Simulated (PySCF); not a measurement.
Job for PySCF: D3(BJ) and D4 dispersion corrections on C5H6O (SMILES C=CC(=O)C=C).

```python
from pyscf import gto
from pyscf.dispersion import dftd3, dftd4

mol = gto.M(
    atom='''
    C    -2.06103903   -0.41072451    0.06641205
    C    -1.37645999    0.64204422   -0.37487605
    C     0.09845386    0.75431835   -0.48681999
    O     0.58178140    1.78954401   -0.91171666
    C     0.95503337   -0.39460516   -0.07973909
    C     2.27950973   -0.32732759   -0.16766537
    H    -1.58498307   -1.32299305    0.39916020
    H    -3.14249603   -0.39217323    0.10948370
    H    -1.89469108    1.53757355   -0.69925539
    H     0.47839827   -1.29167569    0.29147372
    H     2.91112779   -1.15541592    0.12520465
    H     2.75536479    0.57143499   -0.53971709
    ''',
    basis='def2-svp',
    charge=0, spin=0, verbose=0, max_memory=1800)
d3, d4 = {}, {}
for xc in ['hf', 'pbe', 'blyp', 'revpbe', 'tpss', 'r2scan', 'b3lyp', 'pbe0', 'bhlyp', 'camb3lyp', 'b2plyp']:
    d3[xc] = float(dftd3.DFTD3Dispersion(mol, xc=xc, version='d3bj', atm=False).get_dispersion()['energy'])
    print(f'D3(BJ) {xc:10s} {d3[xc]:14.8f} Eh')
for xc in ['hf', 'pbe', 'blyp', 'revpbe', 'tpss', 'r2scan', 'b3lyp', 'pbe0', 'bhlyp', 'camb3lyp', 'b2plyp']:
    d4[xc] = float(dftd4.DFTD4Dispersion(mol, xc={'camb3lyp': 'cam-b3lyp'}.get(xc, xc), atm=True).get_dispersion()['energy'])
    print(f'D4     {xc:10s} {d4[xc]:14.8f} Eh')
```

Output:

```
D3(BJ) hf            -0.07518623 Eh
D3(BJ) pbe           -0.00945601 Eh
D3(BJ) blyp          -0.01977626 Eh
D3(BJ) revpbe        -0.02442086 Eh
D3(BJ) tpss          -0.01178153 Eh
D3(BJ) r2scan        -0.00266767 Eh
D3(BJ) b3lyp         -0.01607455 Eh
D3(BJ) pbe0          -0.00805569 Eh
D3(BJ) bhlyp         -0.01227598 Eh
D3(BJ) camb3lyp      -0.00708724 Eh
D3(BJ) b2plyp        -0.00727458 Eh
D4     hf            -0.03371533 Eh
D4     pbe           -0.00894318 Eh
D4     blyp          -0.02002302 Eh
D4     revpbe        -0.03050305 Eh
D4     tpss          -0.01210614 Eh
D4     r2scan        -0.00230887 Eh
D4     b3lyp         -0.01425968 Eh
D4     pbe0          -0.00750580 Eh
D4     bhlyp         -0.00993211 Eh
D4     camb3lyp      -0.00750079 Eh
D4     b2plyp        -0.00625933 Eh
```

The run finished.

Cost: roughly 0.03 core-seconds.
